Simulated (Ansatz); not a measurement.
A nudged elastic band was laid between two geometries of BCl2H2N + FH (8 atoms, charge 0, multiplicity 1).

Theory: RHF/def2-SVP in Ansatz.

```
movable images  : 7
climbing image  : yes
spring          : 5.0 eV/Å²
optimiser       : quadratic models (default)
start path      : through a guess of the saddle point
force threshold : 0.03 eV/Å
iteration limit : 60
end points      : relaxed
```

First end point:

```xyz
8
Properties=species:S:1:pos:R:3
B 0.047 -0.393 0.172
N -0.009 -0.148 1.550
H -0.818 -0.404 2.082
H 0.830 -0.066 2.090
Cl 1.580 -0.227 -0.688
Cl -1.420 -0.841 -0.701
F -0.593 2.710 1.074
H -0.421 1.866 1.355
```

Last end point:

```xyz
8
Properties=species:S:1:pos:R:3
B -0.048 0.504 0.104
N -0.151 0.219 1.711
H -0.233 -0.769 1.897
H 0.675 0.566 2.175
Cl 1.482 -0.372 -0.440
Cl -1.604 -0.186 -0.605
F 0.039 1.848 0.001
H -0.962 0.686 2.090
```

Problem. What changes between the two ends?

Solution. Bonds broken: F7–H8. Bonds formed: B1–F7, N2–H8. BCl2H2N + FH becomes BCl2FH3N.

Problem. What energy profile does the band end with?

Solution. The forces met the threshold. The highest image is number 3 of 0 to 8, 1.14 eV above the first end and 2.23 eV above the last; the last end lies 1.09 eV below the first. Neighbouring images differ by up to 1.5 eV, so the band resolves the path poorly. A vibrational analysis at the climbing image gives one clearly imaginary mode, 1478i cm⁻¹: a first-order saddle point. The orbitals stay closed-shell, which can raise the energy where a bond breaks towards radicals; this wasn't checked here.

| image | path coordinate (Å) | energy (eV) | F7–H8 (Å) | B1–F7 (Å) | N2–H8 (Å) |
| --- | --- | --- | --- | --- | --- |
| 0 | 0.00 | 0.00 | 0.91 | 3.29 | 2.06 |
| 1 | 0.53 | 0.04 | 0.91 | 2.88 | 2.03 |
| 2 | 1.07 | 0.37 | 0.92 | 2.30 | 1.75 |
| 3 | 1.60 | 1.14 | 1.09 | 1.71 | 1.35 |
| 4 | 2.09 | -0.33 | 1.61 | 1.43 | 1.04 |
| 5 | 2.57 | -1.00 | 2.21 | 1.36 | 1.01 |
| 6 | 3.06 | -1.03 | 2.36 | 1.35 | 1.01 |
| 7 | 3.54 | -1.07 | 2.46 | 1.35 | 1.01 |
| 8 | 4.03 | -1.09 | 2.59 | 1.35 | 1.01 |

Problem. What is the geometry of the highest image?

Solution. 
```xyz
8
Properties=species:S:1:pos:R:3
B -0.071 0.164 0.224
N -0.066 0.123 1.741
H -0.801 -0.412 2.169
H 0.819 -0.084 2.168
Cl 1.525 0.024 -0.576
Cl -1.503 -0.556 -0.577
F -0.392 1.832 0.394
H -0.315 1.402 1.391
```

The band took 12 iterations and of the order of 120 core-seconds.

Run time: 120 s on 1 thread of Arm Neoverse V2, on a shared host, peak memory 0.18 GiB.
